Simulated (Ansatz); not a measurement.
`O[AsH][GeH3]` + `C[SiH2][SiH](O)O` → `O[SiH](O)[GeH3]` + `C[SiH2][AsH]O`  (redistribution)

Program: Ansatz. Geometries: PBE0-D4/def2-TZVP. ΔE: electronic, gas phase. CCSD(T)/CBS adds triple-zeta CCSD(T) − MP2 to the extrapolated MP2 energy (def2 sets, frozen cores). DFT in def2-TZVPP. B3LYP here is the variant with VWN-RPA as its local correlation; programs differ in this. For As, Ge outer-core shells are correlated without core-valence functions, which leaves a few kJ/mol of doubt a bond. Scalar relativity is left out up to krypton. Each species was taken in one conformer, which may not be the lowest.

`O[AsH][GeH3]`:

Cartesian coordinates in Å:
```
O 0.722 -0.576 -1.743
As 1.205 -0.617 0.003
Ge -0.695 0.683 0.785
H 1.520 -0.451 -2.263
H 0.498 -1.932 0.336
H -0.818 0.503 2.309
H -1.991 0.224 0.100
H -0.442 2.166 0.474
```

`C[SiH2][SiH](O)O`:

Cartesian coordinates in Å:
```
C -0.576 -2.059 -0.472
Si -1.135 -0.282 -0.246
Si 0.688 1.130 0.133
O 1.564 0.392 1.319
O 0.124 2.615 0.575
H -0.028 -2.397 0.410
H -1.431 -2.722 -0.622
H 0.084 -2.153 -1.337
H -2.073 -0.174 0.908
H -1.859 0.193 -1.460
H 1.578 1.334 -1.055
H 2.431 0.741 1.534
H 0.633 3.383 0.313
```

`O[SiH](O)[GeH3]`:

Z-matrix (Å, degrees):
```
Si
O 1 1.644
Ge 1 2.390 2 109.6
O 1 1.644 2 113.8 3 -123.1
H 1 1.477 2 105.1 3 122.5
H 2 0.958 1 119.0 3 42.4
H 3 1.538 1 112.0 2 56.5
H 3 1.545 1 109.8 2 -62.5
H 3 1.538 1 112.0 2 178.5
H 4 0.958 1 119.0 2 80.5
```

`C[SiH2][AsH]O`:

```xyz
11

C    -0.459    1.405    0.397
Si   -1.007   -0.374    0.236
As    0.838   -1.804   -0.196
O     1.616   -0.641   -1.358
H     0.158    1.537    1.288
H    -1.318    2.076    0.465
H     0.137    1.684   -0.475
H    -1.968   -0.538   -0.888
H    -1.658   -0.876    1.480
H     1.566   -1.312    1.060
H     2.095   -1.157   -2.011
```

**Question.** Is it downhill or uphill in electronic energy at CCSD(T)/CBS, and by how much? (Estimate.)

**Answer.** Computed: Downhill: ΔE = -0.14 eV.

**Question.** What do these levels give: PBE-D4, PBE0-D4, B3LYP-D4, B2PLYP, r2SCAN, PBE0, B3LYP, SCS-MP2/def2-TZVPP, CCSD(T)/def2-TZVPP, MP2/def2-QZVPP, MP2/CBS(def2), CCSD/CBS(def2)? (An estimate is asked.)

**Answer.** The calculation gave: PBE-D4 -0.12, PBE0-D4 -0.11, B3LYP-D4 -0.10, B2PLYP -0.11, r2SCAN -0.14, PBE0 -0.11, B3LYP -0.09, SCS-MP2/def2-TZVPP -0.12, CCSD(T)/def2-TZVPP -0.12, MP2/def2-QZVPP -0.15, MP2/CBS(def2) -0.17, CCSD/CBS(def2) -0.13 eV.

Largest T1 diagnostic among the species: 0.012.

In def2-TZVPP, CCSD(T) changes the Hartree–Fock value by −0.07 eV (the triples alone add −0.01 eV) and MP2 by −0.09 eV.
